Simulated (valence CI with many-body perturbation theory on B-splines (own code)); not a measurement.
# Au7+: calculated level list

Method: configuration interaction combined with many-body perturbation theory (CI+MBPT): four valence electrons over a frozen Dirac-Fock core [Xe] 4f14, a basis of 9 s, 9 p, 10 d, 8 f, 5 g, 3 h, 1 i functions for each j, with the one-electron correlation potential Σ1 (screened to all orders), the two-electron term Σ2, the three-electron term Σ3, Breit, model QED; selected single and double excitations, second order for the rest, scaled by the run's own slope (own B-spline code, finite nucleus).

No measured spectrum was set against this ion. As an estimate, terms of the open shell hold to 2 to 4 % of their energy, and close levels can change places; different configurations can be misplaced against each other by 1,000 to 8,000 cm⁻¹. Core correlation moves these levels by up to 16000 cm⁻¹, and in measured spectra 5 to 20 % of such shifts remained as error; rates that hang on mixing are uncertain with them. Only levels of the ground parity were solved; by the run's estimate the other parity begins above the list, which can be wrong where configurations are misplaced.

Levels 1 to 45 of 67, with energies above the lowest level, (5d3/2^4) J=0. "Leading %" is the weight of the configuration and term that name the level; weights of strongly mixed levels are sums over their largest components and can fall short. In the jj column 3d3/2^4 stands for four electrons in 3d with j = 3/2. Lifetimes count E1, E2, E3, M1 and M2 decay at the calculated energies, and are blank where another channel may lead or the interval is too uncertain; long ones can be off by a factor of two.

```
No.  Configuration  Term  J  E (cm⁻¹)  Leading %  Second component  Lifetime      g               Leading jj
  1            5d⁴    ⁵D  0       0.0         53       41 % 5d⁴ ³P                            5d3/2^4 (84 %)
  2            5d⁴    ⁵D  1      9561         79       21 % 5d⁴ ³P   31.6 ms  1.499     5d3/2^3 5d5/2 (89 %)
  3            5d⁴    ⁵D  2     16534         85        5 % 5d⁴ ³P   67.7 ms  1.448   5d3/2^2 5d5/2^2 (50 %)
  4            5d⁴    ⁵D  3     21100         75       13 % 5d⁴ ³F    287 ms  1.403   5d3/2^2 5d5/2^2 (44 %)
  5            5d⁴    ⁵D  4     22459         41       30 % 5d⁴ ³F    24.8 s  1.260     5d3/2^3 5d5/2 (74 %)
  6            5d⁴    ⁵D  0     31517         45       38 % 5d⁴ ³P   3.07 ms          5d3/2^2 5d5/2^2 (80 %)
  7            5d⁴    ³H  4     32999         49       33 % 5d⁴ ⁵D   21.8 ms  1.074   5d3/2^2 5d5/2^2 (69 %)
  8            5d⁴    ³G  3     37514         62       16 % 5d⁴ ³F   11.4 ms  0.933   5d3/2^2 5d5/2^2 (55 %)
  9            5d⁴    ³F  2     38456         54       21 % 5d⁴ ¹D   6.81 ms  0.899   5d3/2^2 5d5/2^2 (57 %)
 10            5d⁴    ³H  5     40311         74       26 % 5d⁴ ³G   30.2 ms  1.076   5d3/2^2 5d5/2^2 (98 %)
 11            5d⁴    ³P  1     41607         67       18 % 5d⁴ ³D   5.32 ms  1.315   5d3/2^2 5d5/2^2 (75 %)
 12            5d⁴    ³H  6     43534         65       35 % 5d⁴ ¹I    2.68 s  1.108   5d3/2^2 5d5/2^2 (93 %)
 13            5d⁴    ³G  4     47434         66       23 % 5d⁴ ¹G   35.5 ms  1.028   5d3/2^2 5d5/2^2 (86 %)
 14            5d⁴    ³D  2     48475         44       36 % 5d⁴ ³P   32.9 ms  1.196   5d3/2^2 5d5/2^2 (84 %)
 15            5d⁴    ³D  3     49749         41       41 % 5d⁴ ³F   12.5 ms  1.174   5d3/2^2 5d5/2^2 (74 %)
 16            5d⁴    ³F  4     52349         44       21 % 5d⁴ ⁵D   4.80 ms  1.175     5d3/2 5d5/2^3 (59 %)
 17            5d⁴    ³F  3     56878         44       25 % 5d⁴ ³G   3.68 ms  1.094     5d3/2 5d5/2^3 (82 %)
 18            5d⁴    ¹D  2     58726         35       33 % 5d⁴ ³P   3.82 ms  1.093   5d3/2^2 5d5/2^2 (48 %)
 19            5d⁴    ³G  5     60662         73       26 % 5d⁴ ³H   8.96 ms  1.156     5d3/2 5d5/2^3 (98 %)
 20            5d⁴    ³D  1     62157         78       15 % 5d⁴ ³P   2.72 ms  0.711     5d3/2 5d5/2^3 (82 %)
 21            5d⁴    ¹I  6     62659         65       35 % 5d⁴ ³H   8.67 ms  1.058     5d3/2 5d5/2^3 (93 %)
 22            5d⁴    ³F  4     67663         48       39 % 5d⁴ ¹G   8.31 ms  1.111   5d3/2^2 5d5/2^2 (68 %)
 23            5d⁴    ³P  2     69043         54       24 % 5d⁴ ³D   5.45 ms  1.265   5d3/2^2 5d5/2^2 (55 %)
 24            5d⁴    ¹S  0     70670         66       33 % 5d⁴ ³P   3.41 ms            5d3/2 5d5/2^3 (81 %)
 25            5d⁴    ¹F  3     72807         53       26 % 5d⁴ ³D   4.89 ms  1.076     5d3/2 5d5/2^3 (86 %)
 26            5d⁴    ³P  2     75409         46       41 % 5d⁴ ³F   4.72 ms  1.103   5d3/2^2 5d5/2^2 (54 %)
 27            5d⁴    ³F  4     84350         44       42 % 5d⁴ ¹G   1.98 ms  1.117           5d5/2^4 (67 %)
 28            5d⁴    ³F  3     85332         74       23 % 5d⁴ ¹F   5.78 ms  1.068     5d3/2 5d5/2^3 (97 %)
 29            5d⁴    ³P  1     85910         95                     3.16 ms  1.475     5d3/2 5d5/2^3 (93 %)
 30            5d⁴    ¹D  2     86175         39       34 % 5d⁴ ³F   3.15 ms  0.993           5d5/2^4 (49 %)
 31            5d⁴    ³P  0     89872         72       25 % 5d⁴ ¹S   5.12 ms          5d3/2^2 5d5/2^2 (53 %)
 32            5d⁴    ¹G  4     90139         61       31 % 5d⁴ ³F   3.21 ms  1.082     5d3/2 5d5/2^3 (80 %)
 33            5d⁴    ¹D  2    107210         84        6 % 5d⁴ ³D   2.17 ms  1.001     5d3/2 5d5/2^3 (42 %)
 34            5d⁴    ¹S  0    133250         86       13 % 5d⁴ ³P   1.07 ms                  5d5/2^4 (49 %)
 35          5d³6s    ⁵F  1    188720         80     17 % 5d³6s ³D   32.1 μs  0.114        5d3/2^3 6s (74 %)
 36          5d³6s    ⁵F  2    192690         69     14 % 5d³6s ³D   25.5 μs  1.021        5d3/2^3 6s (64 %)
 37          5d³6s    ⁵F  3    201850         87      5 % 5d³6s ³D   27.2 μs  1.239  5d3/2^2 5d5/2 6s (85 %)
 38          5d³6s    ³F  2    208000         29     23 % 5d³6s ⁵F   17.4 μs  1.131  5d3/2^2 5d5/2 6s (62 %)
 39          5d³6s    ⁵F  4    208800         78     15 % 5d³6s ³G   25.8 μs  1.290  5d3/2^2 5d5/2 6s (60 %)
 40          5d³6s    ⁵P  1    212570         65     26 % 5d³6s ³P   21.3 μs  2.061  5d3/2^2 5d5/2 6s (89 %)
 41          5d³6s    ⁵F  5    213220         52     34 % 5d³6s ³G   23.0 μs  1.281  5d3/2^2 5d5/2 6s (69 %)
 42          5d³6s    ³F  2    213680         45     37 % 5d³6s ⁵P   15.4 μs  1.238  5d3/2^2 5d5/2 6s (97 %)
 43          5d³6s    ³F  3    217710         46     46 % 5d³6s ³G   16.4 μs  0.938  5d3/2^2 5d5/2 6s (88 %)
 44          5d³6s    ³H  4    219950         45     18 % 5d³6s ¹G   17.8 μs  0.970  5d3/2^2 5d5/2 6s (91 %)
 45          5d³6s    ¹P  1    221150         31     29 % 5d³6s ³P   16.0 μs  1.129  5d3/2^2 5d5/2 6s (73 %)
```

The ionisation energy to 5d³ ⁴F3/2 of the next ion comes out as 113.25 eV (NIST: 112 ± 2.1 eV (theoretical)). All 67 levels together are meant to be complete up to 258460 cm⁻¹.
